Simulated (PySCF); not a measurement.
Spin states and ions at one geometry of [OsOCl4]2+

PySCF 2.14.0, RKS B3LYP, Os def2-SVP with ECP60, O def2-SVP, Cl def2-SVP; non-relativistic Hamiltonian with scalar-relativistic core potentials where named; density fitting; no spin-orbit coupling; singlets restricted, open shells unrestricted. The geometry is relaxed for charge +2, singlet, vacuum:

```xyz
6

Os    0.0080   -0.0859    0.1677
O    -0.2167    0.2161    1.8155
Cl   -0.1393    0.1881   -2.0757
Cl    2.1924   -0.1702    0.1643
Cl   -1.1348    1.9216    0.0706
Cl   -0.9580   -2.0511    0.1060
```

Energies count from the relaxed state; an electron taken off or put on is at rest in vacuum. Charges and spins are Mulliken's.

Order these states by energy, lowest first.
A. charge +2, triplet, vacuum
B. charge +2, singlet, vacuum
C. charge +3, doublet, vacuum
D. charge +1, doublet, vacuum

D (-15.33 eV), B (0.00 eV), A (0.68 eV), C (21.58 eV).

How do charge and spin on the first atom follow?


```tsv
state	spin squared	charge on Os1 (e)	spin on Os1 (e)	dipole about the centre of mass (D)
charge +2, singlet, vacuum	0.00	0.82	0.00	1.65
charge +2, triplet, vacuum	2.04	0.81	0.51	1.53
charge +3, doublet, vacuum	0.87	0.86	0.06	2.08
charge +1, doublet, vacuum	0.77	0.76	0.50	1.27
```

With an electron taken off (doublet) the charges change, summed by element, by Os +0.04 e, O +0.07 e, Cl +0.89 e. The vertical ionisation energy is 21.58 eV, against −ε(HOMO) = 19.48 eV of the relaxed state. The level lies 2.1 eV too high, as is usual for semilocal functionals and global hybrids, which keep a self-interaction error.

With an electron put on (doublet) the charges change, summed by element, by Os -0.06 e, O -0.13 e, Cl -0.81 e. The vertical electron affinity is 15.33 eV, against −ε(LUMO) = 17.39 eV of the relaxed state.

Open shells may have lower solutions than those found.
